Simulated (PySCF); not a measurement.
## A run with a changed setting

The sound run of [Dy(H2O)5]3+ (singlet in the valence; each metal's 4f electrons, 9 of them, lie in its core potential, out of spins and levels) uses PySCF 2.14.0, RKS PBE, Dy lcecp-1-SVP with ECP55, O def2-SVP, H def2-SVP; non-relativistic Hamiltonian with scalar-relativistic core potentials where named; density fitting; no spin-orbit coupling, grid (50, 194), threshold 1e-8 and 55 cycles at the relaxed geometry:
```xyz
16

Dy   -0.0432    0.0000    0.0000
O    -0.4269    0.0454    2.3020
H    -0.5609    0.8358    2.8825
H    -0.5166   -0.7173    2.9266
O    -0.4269   -0.0453   -2.3020
H    -0.5610   -0.8358   -2.8825
H    -0.5165    0.7173   -2.9266
O     2.2543   -0.0001    0.0000
H     2.8667   -0.0128   -0.7803
H     2.8667    0.0126    0.7803
O    -0.8253    2.1938   -0.0379
H    -0.2989    3.0335   -0.0297
H    -1.7642    2.5094   -0.0693
O    -0.8255   -2.1937    0.0379
H    -1.7644   -2.5093    0.0693
H    -0.2991   -3.0335    0.0297
```
This run, with dm0 from free metal ions and neutral atoms, differs:

```python
mol = gto.M(atom='''
Dy    -0.04324     0.00000    -0.00000
O     -0.42687     0.04537     2.30200
H     -0.56091     0.83580     2.88250
H     -0.51658    -0.71730     2.92657
O     -0.42687    -0.04533    -2.30200
H     -0.56097    -0.83576    -2.88250
H     -0.51652     0.71734    -2.92657
O      2.25427    -0.00009     0.00000
H      2.86669    -0.01278    -0.78026
H      2.86669     0.01256     0.78026
O     -0.21111     0.47091    -0.00812
H     -0.29887     3.03350    -0.02971
H     -1.76420     2.50942    -0.06931
O     -0.82545    -2.19371     0.03785
H     -1.76439    -2.50928     0.06931
H     -0.29911    -3.03348     0.02971''',
    basis={'Dy': 'lcecp-1-SVP', 'O': 'def2-SVP', 'H': 'def2-SVP'},
    ecp={'Dy': 'lcecp-1-SVP'},
    charge=3, spin=0)
mf = dft.RKS(mol, xc='PBE')
mf.grids.atom_grid = (50, 194)  # f atoms: unpruned, at least (60, 302)
mf = mf.density_fit()  # fitting sets: Dy AutoAux, O def2-universal-JKFIT, H def2-universal-JKFIT
mf.conv_tol = 1e-08; mf.max_cycle = 69
mf.kernel(dm0)
mf.nuc_grad_method().kernel()
```

What was changed, and how did it end?

One atom was put far too close to the first. It converged in 16 cycles, 716.573 eV from the sound run, largest force component 3470.87 eV/Å. The cycle limit differs too. These settings are unsound on purpose: the numbers aren't the compound's.
```
init E= -380.381502193507
cycle= 1 E= -387.624776118034  delta_E= -7.24  |g|= 4.03  |ddm|= 14.8
cycle= 2 E= -370.767676987508  delta_E= 16.9  |g|= 7.85  |ddm|= 18.4
cycle= 3 E= -389.97319689289  delta_E= -19.2  |g|= 1.58  |ddm|=   15
cycle= 4 E= -388.672894252484  delta_E=  1.3  |g|= 2.07  |ddm|= 6.05
cycle= 5 E= -391.043781198306  delta_E= -2.37  |g|= 1.15  |ddm|= 3.32
...
cycle= 14 E= -391.312268537517  delta_E= -4.99e-07  |g|= 0.000247  |ddm|= 0.00217
cycle= 15 E= -391.312268562066  delta_E= -2.45e-08  |g|= 2.93e-05  |ddm|= 0.000385
cycle= 16 E= -391.31226856232  delta_E= -2.54e-10  |g|= 7.87e-06  |ddm|= 5.58e-05
Extra cycle  E= -391.312268562255  delta_E= 6.46e-11  |g|= 1.64e-05  |ddm|= 3.22e-05
converged SCF energy = -391.312268562255
```

Run from Python with OMP_NUM_THREADS=4; the lines above give its settings.
It took 8.7 s on 4 threads of Arm Neoverse V2, on a shared host.

An lcecp potential fixes the number of 4f electrons, so in runs with it no electron can move into or out of that shell.
